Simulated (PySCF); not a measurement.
SMILES C(CC(C)C)C(C)=O, GFN2-xTB optimised geometry.

```
22

C      2.82    -1.84     0.00
C      1.34    -1.74     0.26
O      0.68    -2.67     0.63
C      0.76    -0.36     0.00
C     -0.77    -0.36     0.00
C     -1.38     1.04     0.00
C     -2.90     0.94     0.19
C     -1.07     1.79    -1.29
H      3.21    -2.76     0.44
H      3.35    -0.98     0.41
H      2.99    -1.87    -1.07
H      1.13     0.29     0.79
H      1.16     0.01    -0.94
H     -1.13    -0.92    -0.87
H     -1.10    -0.90     0.89
H     -0.97     1.60     0.84
H     -3.35     1.93     0.22
H     -3.34     0.38    -0.63
H     -3.13     0.42     1.12
H     -1.57     2.76    -1.29
H      0.00     1.97    -1.40
H     -1.42     1.23    -2.15
```

Density from B3LYP/def2-SVP (PySCF) at that geometry.

Minimum of the electron density along straight lines between bonded atoms, close to the bond critical point (lines longer than 1.1 times the sum of covalent radii, or with two minima, are not listed):

| bond | length / Å | ρ at the minimum / e bohr⁻³ | ∇²ρ there / e bohr⁻⁵ | position (fraction from the first atom) |
|---|---|---|---|---|
| C1–C2 | 1.511 | 0.258 | -0.62 | 0.49 |
| C2–O3 | 1.204 | 0.414 | 0.49 | 0.33 |
| C2–C4 | 1.515 | 0.258 | -0.62 | 0.51 |
| C4–C5 | 1.526 | 0.245 | -0.56 | 0.51 |
| C5–C6 | 1.531 | 0.245 | -0.56 | 0.50 |
| C6–C7 | 1.528 | 0.246 | -0.57 | 0.50 |
| C6–C8 | 1.527 | 0.246 | -0.57 | 0.50 |
| C1–H9 | 1.087 | 0.279 | -1.05 | 0.64 |
| C1–H10 | 1.087 | 0.276 | -1.01 | 0.63 |
| C1–H11 | 1.089 | 0.273 | -0.99 | 0.63 |
| C4–H12 | 1.094 | 0.272 | -0.97 | 0.62 |
| C4–H13 | 1.091 | 0.275 | -0.99 | 0.62 |
| C5–H14 | 1.092 | 0.277 | -1.00 | 0.62 |
| C5–H15 | 1.092 | 0.279 | -1.02 | 0.63 |
| C6–H16 | 1.097 | 0.275 | -0.98 | 0.62 |
| C7–H17 | 1.088 | 0.277 | -1.01 | 0.62 |
| C7–H18 | 1.088 | 0.277 | -1.01 | 0.62 |
| C7–H19 | 1.087 | 0.277 | -1.02 | 0.62 |
| C8–H20 | 1.088 | 0.277 | -1.01 | 0.62 |
| C8–H21 | 1.087 | 0.277 | -1.01 | 0.62 |
| C8–H22 | 1.088 | 0.276 | -1.01 | 0.62 |
